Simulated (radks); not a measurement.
Isoelectronic series with 1 electrons, all held in the configuration 1s1, which need not be the ground one along the series. Method: Dirac Kohn-Sham, LDA (Slater exchange, Perdew-Wang correlation), spin-unpolarised, spherical densities, point nucleus; computed with a radial shooting solver on a logarithmic mesh with Libxc functionals. Total energies (hartree) and orbital eigenvalues (hartree):

[
 {"ion": "H", "E (hartree)": "-0.44567", "1s1/2": "-0.23346"},
 {"ion": "Be3+", "E (hartree)": "-7.67991", "1s1/2": "-6.74838"},
 {"ion": "N6+", "E (hartree)": "-23.90901", "1s1/2": "-22.25270"},
 {"ion": "Ne9+", "E (hartree)": "-49.16900", "1s1/2": "-46.78552"},
 {"ion": "Al12+", "E (hartree)": "-83.49915", "1s1/2": "-80.38571"},
 {"ion": "S15+", "E (hartree)": "-126.95065", "1s1/2": "-123.1038"},
 {"ion": "K18+", "E (hartree)": "-179.58804", "1s1/2": "-175.0036"},
 {"ion": "Ti21+", "E (hartree)": "-241.49001", "1s1/2": "-236.1629"},
 {"ion": "Mn24+", "E (hartree)": "-312.75007", "1s1/2": "-306.6745"},
 {"ion": "Ni27+", "E (hartree)": "-393.47731", "1s1/2": "-386.6465"},
 {"ion": "Ga30+", "E (hartree)": "-483.79733", "1s1/2": "-476.2035"}
]
